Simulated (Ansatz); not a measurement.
How basis sets differ on CuCl (SMILES [Cl][Cu])

CuCl: 2 atoms, total charge 0, spin state singlet. SMILES: `[Cl][Cu]`. Geometry: relaxed at PBE0-D4/def2-TZVP.

```xyz
2

Cl    0.8983   -0.3452    0.4464
Cu   -0.8688    0.2850   -0.4424
```

Quantity: the vertical ionisation energy (to the doublet cation), in eV. The values are calculated.

| level | kind | program | value (eV) |
| --- | --- | --- | --- |
| CCSD(T)/pcseg-0 | coupled cluster or CI | Ansatz | 9.16 |
| CCSD(T)/pcseg-1 | coupled cluster or CI | Ansatz | 10.08 |
| CCSD(T)/pcseg-2 | coupled cluster or CI | Ansatz | 10.36 |
| CCSD(T)/cc-pVTZ | coupled cluster or CI | Ansatz | 10.48 |

The values span 9.16 to 10.48 eV. The coupled-cluster rows rest on a doubtful reference here (large T1 or Brueckner and Hartree–Fock orbitals at odds), and rows may lie in different states. Without the sets that lack polarisation functions the rows with a basis span only 10.08 to 10.48 eV.
